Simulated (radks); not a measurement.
Ionisation of neutral promethium, [Xe] 4f5 6s2, to [Xe] 4f5 6s1 as the strength of local exchange is varied. All-electron calculation, scalar-relativistic Kohn-Sham, Slater X-alpha exchange (alpha = 2/3 is LDA exchange), no correlation, spin-polarised, spherical densities, finite nucleus; open shells are filled with parallel spins first (spin-orbit coupling, left out, can overturn this in heavy ions); Fermi nuclear charge, rms radius 4.962 fm. Program: a radial shooting solver on a logarithmic mesh with Libxc functionals.

alpha  E(Pm) (hartree)  exchange (hartree)  IE (eV)  -e of the level emptied (eV)  <r> of it (bohr)
0.552       -9969.9495           -177.8719    4.255                    2.297 (6s)             4.716
0.641       -9998.7712           -207.1926    4.567                    2.618 (6s)             4.607
0.667      -10007.2078           -215.7897    4.664                    2.720 (6s)             4.573
0.925      -10091.3300           -301.8744    5.719                    3.844 (6s)             4.245
1.044      -10130.3758           -342.0535    6.252                    4.420 (6s)             4.107
?          -10079.5481           -289.7781    5.563                    3.676 (6s)             4.288

Which alpha was used in the last row?

Answer. alpha = 0.889. NIST Atomic Spectra Database: 5.582 eV (measured). The Delta-SCF value meets it near alpha = 0.89. Open shells are spherical and high-spin; term and fine-structure splittings are not resolved. Spin-orbit splitting is averaged out at the scalar-relativistic level.
